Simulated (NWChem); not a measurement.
# GeSiH₃Br, singlet; SMILES [Br][Ge][SiH3]

```xyz
6

Ge     0.9363    -0.5589     0.0000
Br    -0.2708     1.5025     0.0000
Si    -1.1277    -1.9885    -0.0001
H     -0.7860    -3.4424    -0.0058
H     -1.9580    -1.7061    -1.2063
H     -1.9490    -1.7140     1.2143
```
Atoms are numbered in this order, from 1.

Low-valent species are run as closed-shell singlets; no triplet was tried in these runs. All runs use the structure optimised with B3LYP/6-31G* (spherical d).

List the 4 lowest vertical singlet excitations from PBE0/aug-cc-pVDZ, TDA (NWChem).


```csv
state,energy (eV),oscillator strength,leading excitation (squared amplitude)
S1,1.92,0.002,HOMO → LUMO (0.99)
S2,3.97,0.002,HOMO−1 → LUMO (0.98)
S3,4.28,0.007,HOMO → LUMO+1 (0.82)
S4,4.51,0.004,HOMO−3 → LUMO (0.97)
```
